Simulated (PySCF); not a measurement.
# How the method changes the constants of MgSe

State: ¹Σ⁺ (singlet), closed shell. Set-up: PySCF, no relativity, basis sets Mg def2-SVP, Se def2-SVP. De refers to Mg + Se in their high-spin ground configurations, without counterpoise correction. A positive dipole means Mg(−)Se(+).

```
      Level  Re (Å)  ωe (cm⁻¹)  De (eV)  μ (D)
        RHF   2.273        427    0.200  -8.66
    RHF-MP2   2.287        443     1.67    n/a
RHF-SCS-MP2   2.295        431     1.48    n/a
   RHF-CCSD   2.306        402     1.21    n/a
RHF-CCSD(T)   2.310        407     1.43    n/a
        PBE   2.287        414     2.06  -6.48
       BP86   2.288        413     2.04  -6.50
     r²SCAN   2.269        434     2.08  -7.21
      B3LYP   2.280        416     1.73  -6.76
       PBE0   2.270        428     1.81  -7.24
       MN15   2.274        420     1.72  -6.98
    LC-ωPBE   2.241        452     1.53  -8.29
```

The bond length runs from 2.241 Å (LC-ωPBE) to 2.310 Å (RHF-CCSD(T)). De spans 0.20 eV (RHF, mean field) to 2.08 eV (r²SCAN, meta-GGA). Correlation at CCSD(T) changes the Hartree–Fock bond energy by +1.23 eV; the triples alone change it by +0.22 eV.

Correlated steps freeze 10 core orbitals. Correlated levels converge slowly with the basis: in double zeta they bind strong bonds too weakly, by up to about 1 eV, and carry superposition errors of some tenths. Where the molecule has an RHF reference, its open-shell atoms are computed with UHF.
